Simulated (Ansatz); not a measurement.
Cost and result for the atomization energy of ClH$_{5}$OSSi$_{2}$, SMILES `O[SiH2][SiH](S)Cl` (10 atoms, 9 bonds).

```json
{"atom": "O1", "x (Å)": "1.380", "y (Å)": "0.247", "z (Å)": "-1.409"}
{"atom": "Si2", "x (Å)": "1.162", "y (Å)": "-0.533", "z (Å)": "0.031"}
{"atom": "Si3", "x (Å)": "-0.924", "y (Å)": "0.143", "z (Å)": "0.857"}
{"atom": "S4", "x (Å)": "-2.497", "y (Å)": "-0.504", "z (Å)": "-0.420"}
{"atom": "Cl5", "x (Å)": "-0.776", "y (Å)": "2.216", "z (Å)": "0.915"}
{"atom": "H6", "x (Å)": "1.356", "y (Å)": "1.207", "z (Å)": "-1.384"}
{"atom": "H7", "x (Å)": "2.225", "y (Å)": "-0.199", "z (Å)": "1.020"}
{"atom": "H8", "x (Å)": "1.194", "y (Å)": "-1.983", "z (Å)": "-0.274"}
{"atom": "H9", "x (Å)": "-1.322", "y (Å)": "-0.303", "z (Å)": "2.213"}
{"atom": "H10", "x (Å)": "-1.798", "y (Å)": "-0.291", "z (Å)": "-1.549"}
```

Charge 0, multiplicity 1. The structure was optimised at the PBE0-D4/def2-TZVP level. It is one conformer, not always the lowest. Program: Ansatz. All runs use 4 threads of an Intel Xeon Platinum 8259CL on a shared host. Times are those of one run each, without the atoms' runs, and a repeat can differ threefold. Electronic energies, without spin–orbit coupling; frozen cores. CCSD(T)/CBS adds CCSD(T) − MP2 in def2-TZVPP to the MP2 limit, and its time is that of the two runs behind it. T1 = 0.012. B3LYP takes the VWN-RPA correlation (the form of Gaussian; ORCA's B3LYP/G).

CCSD(T)/CBS is a level of theory with its own doubt, some kJ/mol a heavy atom from the limit and from the frozen cores, so smaller differences don't rank the functionals.

```
                             level  functions  wall time
   PBE-D4/def2-TZVPP (with forces)        269        3 s
                PBE0-D4/def2-TZVPP        269      4.3 s
r2SCAN-D4/def2-TZVPP (with forces)        269        5 s
 B3LYP-D4/def2-TZVPP (with forces)        269      6.5 s
                 B2PLYP/def2-TZVPP        269      6.5 s
                ωB97X-V/def2-TZVPP        269      9.5 s
  ωB97M-V/def2-TZVPP (with forces)        269       14 s
                    MP2/def2-QZVPP        487       25 s
                CCSD(T)/def2-TZVPP        269      110 s
                 CCSD(T)/CBS(def2)          –    2.2 min
```

What atomization energy does each give, and how far from CCSD(T)/CBS? (An estimate is asked.)

Computed: 
```csv
level,atomization (kJ/mol),difference from CCSD(T)/CBS,per bond
PBE-D4/def2-TZVPP (with forces),3239.0,0.4,0.0
PBE0-D4/def2-TZVPP,3198.1,-40.5,-4.5
r2SCAN-D4/def2-TZVPP (with forces),3237.7,-0.9,-0.1
B3LYP-D4/def2-TZVPP (with forces),3201.5,-37.1,-4.1
B2PLYP/def2-TZVPP,3161.8,-76.8,-8.5
ωB97X-V/def2-TZVPP,3253.1,14.5,1.6
ωB97M-V/def2-TZVPP (with forces),3239.9,1.3,0.1
MP2/def2-QZVPP,3242.3,3.7,0.4
CCSD(T)/def2-TZVPP,3127.4,-111.2,-12.4
CCSD(T)/CBS(def2),3238.6,0.0,0.0
```

The D4 term adds +49.9 kJ/mol with B3LYP and +26.5 kJ/mol with PBE0; it sums over pairs of atoms, weighted by their polarisabilities, and B3LYP, whose exchange is more repulsive, gets the larger term. From PBE to PBE0 (25 % exact exchange), in def2-TZVPP and without D4, the atomization energy moves by −36.8 kJ/mol: exact exchange takes away binding that semilocal exchange gives to molecules. In def2-TZVPP, CCSD(T) changes the Hartree–Fock value by +792.0 kJ/mol (the triples alone add +50.0 kJ/mol) and MP2 by +840.8 kJ/mol; breaking electron pairs costs correlation energy, which Hartree–Fock lacks.
